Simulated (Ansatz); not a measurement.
Consider the formal exchange of groups at the Si–O bond: `C[SiH](O)F` + CH₃OH → `C[SiH](F)CO` + H₂O.

Calculated with Ansatz (gas phase, PBE0-D4/def2-TZVP geometries, no zero-point term in ΔE). CBS: MP2 limit from def2 TZ/QZ plus the TZ coupled-cluster correction, frozen cores. This one scheme is used for every species. Functionals use def2-TZVPP. B3LYP here is the variant with VWN-RPA as its local correlation; programs differ in this. Each species was taken in one conformer, which may not be the lowest.

`C[SiH](O)F`:

Cartesian coordinates in Å:
```
C -0.656 0.780 -0.544
Si 0.594 -0.486 -0.033
O 0.767 -0.600 1.588
F 0.110 -1.893 -0.625
H -0.734 0.824 -1.633
H -0.371 1.771 -0.182
H -1.648 0.543 -0.148
H 1.951 -0.225 -0.554
H -0.013 -0.714 2.132
```

CH₃OH:

Z-matrix (Å, degrees):
```
C
O 1 1.409
H 1 1.097 2 112.4
H 1 1.090 2 107.0 3 -118.5
H 1 1.097 2 112.4 3 123.0
H 2 0.959 1 108.5 3 -61.6
```

`C[SiH](F)CO`:

```xyz
12

C    -1.056   -0.351   -1.478
Si   -0.111    0.615   -0.207
F    -1.151    1.343    0.789
C     0.948   -0.460    0.911
O     1.482    0.280    2.002
H    -1.703    0.306   -2.065
H    -0.369   -0.847   -2.169
H    -1.680   -1.117   -1.011
H     0.699    1.695   -0.827
H     1.803   -0.852    0.351
H     0.382   -1.338    1.259
H     0.756    0.728    2.446
```

H₂O:

Z-matrix (Å, degrees):
```
O
H 1 0.960
H 1 0.960 2 105.1
```

```
             level  ΔE (kJ/mol)  difference from CCSD(T)/CBS
            PBE-D4        113.5                        -11.4
         r2SCAN-D4        126.3                          1.4
           PBE0-D4        119.1                         -5.8
          B3LYP-D4        126.4                          1.5
           ωB97X-V        125.5                          0.6
           ωB97M-V        125.2                          0.3
            B2PLYP        132.3                          7.4
               PBE        117.0                         -7.9
            r2SCAN        127.4                          2.5
              PBE0        122.3                         -2.6
             B3LYP        131.8                          6.9
     HF/def2-TZVPP        149.0                         24.1
    MP2/def2-TZVPP        129.4                          4.5
SCS-MP2/def2-TZVPP        132.5                          7.6
   CCSD/def2-TZVPP        130.0                          5.1
CCSD(T)/def2-TZVPP        127.1                          2.2
     HF/def2-QZVPP        149.9                         25.0
    MP2/def2-QZVPP        128.4                          3.5
SCS-MP2/def2-QZVPP        131.6                          6.7
      HF/CBS(def2)        150.0                         25.1
     MP2/CBS(def2)        127.2                          2.3
    CCSD/CBS(def2)        127.7                          2.8
       CCSD(T)/CBS        124.9                            0
```

Largest T1 diagnostic among the species: 0.011.

In def2-TZVPP, CCSD(T) changes the Hartree–Fock value by −21.9 kJ/mol (the triples alone add −2.8 kJ/mol) and MP2 by −19.6 kJ/mol. The D4 term adds −5.5 kJ/mol with B3LYP and −3.1 kJ/mol with PBE0; it sums over pairs of atoms, weighted by their polarisabilities, and B3LYP, whose exchange is more repulsive, gets the larger term. From PBE to PBE0 (25 % exact exchange), in def2-TZVPP and without D4, ΔE moves by +5.3 kJ/mol.
